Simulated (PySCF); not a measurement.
PySCF input (MN15/def2-TZVPD):

```python
from pyscf import gto, scf, dft

mol = gto.M(
    atom='''
    O    -0.09193863   -0.02710770   -0.06464349
    H    -0.07509175   -0.02177006    0.94300683
    H     0.81060081    0.23863167   -0.42585893
    ''',
    basis='def2-tzvpd',
    charge=1,
    spin=1,
    verbose=4,
)

mf = dft.UKS(mol, xc='mn15').density_fit(auxbasis='def2-universal-jkfit')
mf.grids.level = 4
mf.conv_tol = 1e-9
mf.max_cycle = 100
mf.max_memory = 1500
mf.kernel()
if not mf.converged:
    mf = mf.newton()
    mf.kernel(mf.make_rdm1())
for _ in range(2):
    mo, _, stable, _ = mf.stability(return_status=True)
    if stable:
        break
    mf.kernel(mf.make_rdm1(mo, mf.mo_occ))
mf.analyze()
```

End of the output:

```
Extra cycle  E= -75.9213478632787  delta_E= -7.87e-12  |g|= 1e-06  |ddm|= 4.22e-06
converged SCF energy = -75.9213478632787  <S^2> = 0.75155044  2S+1 = 2.0015498
uhf_internal: lowest eigs of H = [0.12914794 0.42129978 0.86289499]
<class 'pyscf.df.df_jk.DFUKS'> wavefunction is stable in the internal stability analysis
**** SCF Summaries ****
Total Energy =                         -75.921347863278697
Nuclear Repulsion Energy =               8.721765608462137
One-electron Energy =                 -117.490081393653668
Two-electron Energy =                   32.846967921912835
Two-electron Coulomb Energy =           41.715766901073430
DFT Exchange-Correlation Energy =       -8.868798979160596
HOMO-LUMO gap [eV] =                     8.789708665321296
**** MO energy ****
                             alpha | beta                alpha | beta
MO #1   energy= -19.3647125289698  | -19.3489669380595  occ= 1 | 1
MO #2   energy= -1.53775318687068  | -1.46997096209125  occ= 1 | 1
MO #3   energy= -1.03705821206111  | -1.00720808568189  occ= 1 | 1
MO #4   energy= -0.902524867383529 | -0.870097811207209 occ= 1 | 1
MO #5   energy= -0.901471175930313 | -0.547081972952554 occ= 1 | 0
MO #6   energy= -0.242300694180486 | -0.242244787339438 occ= 0 | 0
MO #7   energy= -0.169200439920587 | -0.172330703438242 occ= 0 | 0
MO #8   energy= -0.0849909174133879 | -0.0711390846597081 occ= 0 | 0
MO #9   energy= -0.0726592240224   | -0.0661121416930694 occ= 0 | 0
MO #10  energy= -0.0444041505931414 | -0.0455018296893774 occ= 0 | 0
MO #11  energy= -0.0392252424014303 | -0.0329976311274345 occ= 0 | 0
MO #12  energy= 0.0195676198664772 | 0.0221925868239883 occ= 0 | 0
MO #13  energy= 0.0224510312585928 | 0.0260863805639072 occ= 0 | 0
MO #14  energy= 0.04601361998036   | 0.055870333935677  occ= 0 | 0
MO #15  energy= 0.0784054096270904 | 0.0830821951505352 occ= 0 | 0
MO #16  energy= 0.0825734630826365 | 0.0977864999814821 occ= 0 | 0
MO #17  energy= 0.154796793829327  | 0.15306462893119   occ= 0 | 0
MO #18  energy= 0.200471295662367  | 0.219661857140577  occ= 0 | 0
MO #19  energy= 0.219561657044318  | 0.222554426136474  occ= 0 | 0
MO #20  energy= 0.220334856107174  | 0.244706263791439  occ= 0 | 0
MO #21  energy= 0.265168593596291  | 0.262657508705064  occ= 0 | 0
MO #22  energy= 0.282360826109052  | 0.298705849584058  occ= 0 | 0
MO #23  energy= 0.397925947764868  | 0.398093055667637  occ= 0 | 0
MO #24  energy= 0.399757975472114  | 0.442381134397785  occ= 0 | 0
MO #25  energy= 0.433697701426499  | 0.453801554540883  occ= 0 | 0
MO #26  energy= 0.461225305280957  | 0.461143680531515  occ= 0 | 0
MO #27  energy= 0.631538461314165  | 0.642348231656612  occ= 0 | 0
MO #28  energy= 0.694851389941483  | 0.713605611528259  occ= 0 | 0
MO #29  energy= 1.13592907206584   | 1.15112016210308   occ= 0 | 0
MO #30  energy= 1.21055479280422   | 1.24083318987601   occ= 0 | 0
MO #31  energy= 1.2596679114538    | 1.25381691574569   occ= 0 | 0
MO #32  energy= 1.33204052461673   | 1.3371729046672    occ= 0 | 0
MO #33  energy= 1.34241479125509   | 1.4045081705892    occ= 0 | 0
MO #34  energy= 1.44998242393591   | 1.43686370293512   occ= 0 | 0
MO #35  energy= 1.64021751190224   | 1.67447103492304   occ= 0 | 0
MO #36  energy= 1.73544650539991   | 1.76973404401866   occ= 0 | 0
MO #37  energy= 1.9080934145436    | 1.88612259172958   occ= 0 | 0
MO #38  energy= 2.14754212251486   | 2.13233233562605   occ= 0 | 0
MO #39  energy= 2.19023120187002   | 2.15319146789932   occ= 0 | 0
MO #40  energy= 2.24630769225808   | 2.29008479395632   occ= 0 | 0
MO #41  energy= 2.30268330013835   | 2.31357072010281   occ= 0 | 0
MO #42  energy= 2.3274362993795    | 2.40631051413263   occ= 0 | 0
MO #43  energy= 2.6437099421803    | 2.67050703951317   occ= 0 | 0
MO #44  energy= 3.2333798305803    | 3.23750419892131   occ= 0 | 0
MO #45  energy= 3.42093916310847   | 3.44242531427381   occ= 0 | 0
MO #46  energy= 4.5237686517908    | 4.57698388898662   occ= 0 | 0
MO #47  energy= 4.5952855005743    | 4.67632644290124   occ= 0 | 0
MO #48  energy= 4.7481147268069    | 4.83184984620637   occ= 0 | 0
MO #49  energy= 4.81676415027799   | 4.85941587372359   occ= 0 | 0
MO #50  energy= 4.95362657285141   | 4.8985466454775    occ= 0 | 0
MO #51  energy= 5.26884669441804   | 5.23039022458062   occ= 0 | 0
MO #52  energy= 5.53116099845128   | 5.5485774441941    occ= 0 | 0
MO #53  energy= 5.75000176628397   | 5.82858938521709   occ= 0 | 0
MO #54  energy= 5.80806102799769   | 5.87680629176243   occ= 0 | 0
MO #55  energy= 5.85722368533836   | 5.88784314305683   occ= 0 | 0
MO #56  energy= 6.29256736762577   | 6.25663570873103   occ= 0 | 0
MO #57  energy= 6.37484238067784   | 6.32176414442703   occ= 0 | 0
MO #58  energy= 41.3946200495319   | 41.4539980812311   occ= 0 | 0

To work with the spin densities directly, `use mulliken_meta_spin()` only printing them here.

 ** Mulliken spin pop alpha/beta on meta-lowdin orthogonal AOs **
 ** Mulliken Spin Density (per AO)  **
spin_pop of  0 O 1s       -0.00001
spin_pop of  0 O 2s        0.01050
spin_pop of  0 O 3s       -0.00012
spin_pop of  0 O 4s        0.00007
spin_pop of  0 O 5s       -0.00002
spin_pop of  0 O 6s       -0.00000
spin_pop of  0 O 2px       0.08813
spin_pop of  0 O 2py       0.91457
spin_pop of  0 O 2pz       0.01341
spin_pop of  0 O 3px       0.00057
spin_pop of  0 O 3py       0.00221
spin_pop of  0 O 3pz       0.00029
spin_pop of  0 O 4px       0.00006
spin_pop of  0 O 4py       0.00002
spin_pop of  0 O 4pz       0.00007
spin_pop of  0 O 5px      -0.00003
spin_pop of  0 O 5py       0.00006
spin_pop of  0 O 5pz       0.00000
spin_pop of  0 O 3dxy      0.00090
spin_pop of  0 O 3dyz      0.00053
spin_pop of  0 O 3dz^2     0.00018
spin_pop of  0 O 3dxz      0.00002
spin_pop of  0 O 3dx2-y2    0.00040
spin_pop of  0 O 4dxy      0.00018
spin_pop of  0 O 4dyz      0.00010
spin_pop of  0 O 4dz^2     0.00005
spin_pop of  0 O 4dxz      0.00002
spin_pop of  0 O 4dx2-y2    0.00011
spin_pop of  0 O 5dxy      0.00004
spin_pop of  0 O 5dyz      0.00002
spin_pop of  0 O 5dz^2     0.00002
spin_pop of  0 O 5dxz      0.00001
spin_pop of  0 O 5dx2-y2    0.00002
spin_pop of  0 O 4f-3     -0.00005
spin_pop of  0 O 4f-2      0.00000
spin_pop of  0 O 4f-1     -0.00000
spin_pop of  0 O 4f+0     -0.00007
spin_pop of  0 O 4f+1     -0.00000
spin_pop of  0 O 4f+2     -0.00001
spin_pop of  0 O 4f+3     -0.00004
spin_pop of  1 H 1s       -0.01726
[...]
```
